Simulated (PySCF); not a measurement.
The scaffold silaethenyl-X carries different groups X. Gas-phase values, no solvent. One relaxed conformer stands for each flexible species; it need not be the lowest. Strings in code marks are SMILES.

Method: PBE-D3(BJ)/def2-TZVP // PBE0-D3(BJ)/def2-TZVP (PySCF). All candidates: neutral, multiplicity 1. Excitations are Tamm–Dancoff values on a coarser integration grid. The basis has no diffuse functions, so Rydberg states are missing or too high.

The S1 excitation (TDA) is 5.43 eV and the HOMO–LUMO gap is 3.62 eV. The brightest of the four lowest singlets (TDA) is 5.43 eV.

Q: Identify which member has these values.
(A) `C=[SiH]CF` (C–Si–C–F torsion 128°)
(B) `C=[SiH]C(C)=O` (C–Si–C–O torsion 0°)
(C) `C=[SiH]SC` (C–Si–S–C torsion 0°)
(D) `C=[SiH]C#CC`

A: A, `C=[SiH]CF` (C–Si–C–F torsion 128°). The others give `C=[SiH]C(C)=O` (C–Si–C–O torsion 0°): 2.87 eV, 2.63 eV, 3.99 eV; `C=[SiH]SC` (C–Si–S–C torsion 0°): 4.27 eV, 3.62 eV, 5.06 eV; `C=[SiH]C#CC`: 4.44 eV, 3.18 eV, 4.80 eV
